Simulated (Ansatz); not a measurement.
GeO2. Charge 0, multiplicity 3. Geometry PBE-D4/def2-TZVPD, that of the charge -1 doublet.

```xyz
3

Ge    0.305   -0.091    0.341
O    -1.163   -0.971    0.462
O     0.858    1.062   -0.803
```

At PBE0-D4/def2-TZVPD a singlet of charge 0 lies 0.80 eV below the triplet at the same geometry. The structure comes from a short search, and lower isomers may exist.

Task: Estimate the α-spin orbital energies around the gap (eV) in Ansatz with PBE-D4/def2-TZVPD, r2SCAN-D4/def2-TZVPD, PBE0-D4/def2-TZVPD.

Result: 
| orbital | PBE-D4/def2-TZVPD | r2SCAN-D4/def2-TZVPD | PBE0-D4/def2-TZVPD |
| --- | --- | --- | --- |
| HOMO−5 | -10.37 | -10.95 | -12.52 |
| HOMO−4 | -10.05 | -10.72 | -12.22 |
| HOMO−3 | -9.24 | -9.90 | -11.28 |
| HOMO−2 | -9.21 | -9.67 | -11.05 |
| HOMO−1 | -8.35 | -8.83 | -10.21 |
| HOMO | -6.58 | -6.96 | -7.86 |
| LUMO | -3.04 | -3.00 | -2.23 |
| LUMO+1 | -1.24 | -0.87 | -0.41 |
| LUMO+2 | 0.32 | 1.02 | 0.85 |
| LUMO+3 | 0.33 | 1.23 | 1.01 |
| LUMO+4 | 1.64 | 2.40 | 2.14 |
| LUMO+5 | 1.69 | 2.46 | 2.20 |
| β HOMO | -7.86 | -8.22 | -8.82 |
| β LUMO | -7.35 | -7.02 | -6.10 |
